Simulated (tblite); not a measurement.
NP, charge -1, doublet, geometry from GFN2-xTB (a state made from the parent by changing its charge; the spin is typed, not shown lowest); GFN1-xTB (tblite).

Here is a job for tblite.
```
$ tblite run mol.xyz --method gfn1 --charge -1 --spin 1 --etemp 2000 --json tblite.json --no-restart

# file mol.xyz
2

N     -0.00000000    -0.00000000    -1.03321469
P      0.00000000     0.00000000     0.48216685
```

Q: Write the output that tblite gives for this input, abridged.

A: 
```
xTB calculator
 | screened Coulomb repulsion
 | Coulomb electrostatics
 |  * isotropic Klopman-Ohno-Mataga-Nishimoto electrostatics
 |  * onsite third-order electrostatics
 | DFT-D3(BJ) dispersion correction

halogen bonding energy    0.0000000000000E+00 Eh
repulsion energy          4.0626450142183E-02 Eh
dispersion energy        -2.9269753718660E-04 Eh
number of electrons       1.1000000000000E+01 e
integral cutoff           2.3778036236194E+01 bohr

------------------------------------------------------------
  cycle        total energy    energy error   density error
------------------------------------------------------------
      1     -5.529148766477  -5.5694825E+00   9.6752172E-01
      2     -5.517687081529   1.1461685E-02   8.3651849E-01
      3     -5.821563476541  -3.0387640E-01   4.5128893E-01
      4     -5.877901804075  -5.6338328E-02   1.6155375E-01
      5     -5.892567666230  -1.4665862E-02   5.0423355E-03
      6     -5.892542923845   2.4742385E-05   8.1870609E-03
      7     -5.892572777743  -2.9853898E-05   6.6637222E-04
      8     -5.892573029331  -2.5158844E-07   7.7019311E-05
      9     -5.892573031099  -1.7676083E-09   2.1683038E-06
------------------------------------------------------------

electronic energy        -5.9329067837039E+00 Eh
total energy             -5.8925730310989E+00 Eh

Post processing:
 | Mayer-Wiberg bond orders

[Info] JSON dump of results written to 'tblite.json'
```
